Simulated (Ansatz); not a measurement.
`[F][Al]([Cl])[SeH]`. Charge 0, multiplicity 1. All single points use the PBE0-D4/def2-TZVP geometry. It is one conformer, not always the lowest.

```xyz
5

F     1.610   -0.687   -0.474
Al    0.113   -0.025   -0.571
Cl   -0.687    0.405   -2.436
Se   -1.073    0.414    1.335
H     0.037   -0.108    2.146
```

(1) What is the dipole moment at B3LYP/def2-TZVPP? (Estimate.)

(2) And with PBE, r2SCAN, ωB97M-V? (An estimate is asked.)

(3) Give the Mulliken charges with B3LYP, r2SCAN, ωB97M-V in def2-TZVPP. (An estimate is asked.)

Answers

(1) The calculation gave: 1.09 D, with components (-0.36, 0.11, 1.02) D in this frame, pointing from negative to positive charge.

(2) Ansatz gave: PBE 1.11 D, r2SCAN 1.06 D, ωB97M-V 1.00 D.

(3) Ansatz gave: 
```json
{"atom": "F1", "B3LYP": "-0.33", "r2SCAN": "-0.33", "ωB97M-V": "-0.32"}
{"atom": "Al2", "B3LYP": "0.64", "r2SCAN": "0.66", "ωB97M-V": "0.61"}
{"atom": "Cl3", "B3LYP": "-0.22", "r2SCAN": "-0.23", "ωB97M-V": "-0.20"}
{"atom": "Se4", "B3LYP": "-0.15", "r2SCAN": "-0.18", "ωB97M-V": "-0.18"}
{"atom": "H5", "B3LYP": "0.07", "r2SCAN": "0.08", "ωB97M-V": "0.09"}
```

B3LYP here is the variant with VWN-RPA as its local correlation; programs differ in this.
